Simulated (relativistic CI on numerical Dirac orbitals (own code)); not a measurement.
**Crystal-field levels of Ir³⁺, 5d6**

Calculated by Dirac-Coulomb-Breit CI, KLI orbitals optimised for each configuration, QED by a radiative potential, valence Slater integrals scaled by 0.9, one configuration in a parametric crystal field (own radial code). With so little scaling, terms lie 10 to 35 % too far apart, which can change the order of excited levels.

Field parameters in Wybourne normalisation: Oh B⁴₀ = 21Dq, B⁴₄ = √(5/14) B⁴₀. The field is a parameter set, without covalency.

S is read from ⟨S²⟩ = S(S + 1).

Site symmetry Oh; labels are those of the double group. Computed levels in cm⁻¹ above the lowest, in rising order:

```tsv
Δ (size of 10Dq)	Lowest	No. 2	No. 3	No. 4	No. 5	No. 6	No. 7	No. 8
7000	T2	170 E	463 A1	568 T1	4071 T2	4657 T1	9036 E	9852 T2
12600	A1	1947 E	2527 T2	2618 T1	5290 T2	6790 T1	8101 A1	11338 E
18250	A1	7205 E	8226 T1	8651 T2	11039 T2	12701 A1	13228 T1	15941 E
23850	A1	12937 E	14233 T2	14325 T1	18836 A1	19687 T2	19981 T1	22172 E
29450	A1	18524 E	19615 T2	20167 T1	24607 A1	25767 T1	27791 E	28242 T2
35050	A1	24047 E	25013 T2	25843 T1	30088 A1	31293 T1	33218 E	34561 T2
40650	A1	29563 E	30448 T2	31450 T1	35487 A1	36783 T1	38658 E	40137 T2
```

Ground-state S against |10Dq| in cm⁻¹: 7000: 1.91, 12600: 1.13, 18250: 0.59, 23850: 0.36, 29450: 0.24, 35050: 0.17, 40650: 0.13.

The spin changes between |10Dq| = 7000 and 12600 cm⁻¹.
